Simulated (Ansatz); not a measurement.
Input file for AlBClH3N2 (`[NH2][Al]1[NH][B]1Cl`):

```yaml
crystal:
  periodic: [false, false, false]
  atoms:
    - {symbol: N, position_ang: [-0.467299, 1.944361, 0.500845]}
    - {symbol: Al, position_ang: [0.125603, 0.292164, 0.389318]}
    - {symbol: N, position_ang: [-0.068847, -1.031152, -0.836091]}
    - {symbol: B, position_ang: [0.740707, -1.578489, 0.167470]}
    - {symbol: Cl, position_ang: [1.465884, -3.159281, 0.327700]}
    - {symbol: H, position_ang: [-1.051302, 2.395766, -0.184715]}
    - {symbol: H, position_ang: [-0.269500, 2.572886, 1.261699]}
    - {symbol: H, position_ang: [-0.383148, -1.493355, -1.682124]}
basis:
  gaussian: {orbitals: def2-SVP}
correlation: {method: ccsd_t}
```

```sh
$ ansatz run in.yaml --threads 2 --pin off --events-out ev --progress --plain --max-ram 4352MiB
```

Output of Ansatz, abridged:

```
Functional definition: HF
904 factors; integrals over basis functions are off by at most 9.4e-4 eV
mean field evaluation 1: about -22757.7899 eV, gradient 4.5e1 eV
mean field evaluation 2: about -22757.8655 eV, gradient 4.5e1 eV
mean field evaluation 4: about -22762.6371 eV, gradient 3.6e0 eV
mean field evaluation 8: about -22762.7197 eV, gradient 1.1e-1 eV
mean field -22762.71984554 eV, -836.5145251978 hartree, gradient 1.1e-6 eV, S^2 0.000000; 0 other end points of the search recorded, 0 dependent functions left out
13 core orbitals not correlated: weight in the atoms' cores, before any rotation towards them, 1.000 or more for the frozen orbitals, at most 0.000 for the correlated occupied ones
reference -22762.71984554 eV, -836.5145251978 hartree; 13, 13 occupied and 67, 67 virtual orbitals, 904 factors
second order -16.54383589 eV of doubles, -0.00000000 eV of singles
cycle   1  -17.01306306 eV  change   -4.7e-1 eV  update   1.0e-1
cycle   2  -17.42845861 eV  change   -4.2e-1 eV  update   3.1e-2
cycle   3  -17.53680673 eV  change   -1.1e-1 eV  update   1.7e-2
cycle   4  -17.52846507 eV  change    8.3e-3 eV  update   4.5e-3
cycle   5  -17.52794322 eV  change    5.2e-4 eV  update   1.8e-3
cycle   6  -17.52788538 eV  change    5.8e-5 eV  update   6.0e-4
cycle   7  -17.52766041 eV  change    2.2e-4 eV  update   2.4e-4
cycle   8  -17.52768927 eV  change   -2.9e-5 eV  update   8.5e-5
cycle   9  -17.52770736 eV  change   -1.8e-5 eV  update   3.0e-5
perturbative correction -0.55768627 eV, -0.0204945923 hartree
Total energy: -22780.80523916 eV, -837.1791511549 hartree
```

Hardware: 2 threads of an Arm Neoverse V2 on a shared host. Wall time 3.2 s, peak host memory 0.3 GiB.

Correlation energy per correlated electron: -0.696 eV. T1 diagnostic: 0.0148.
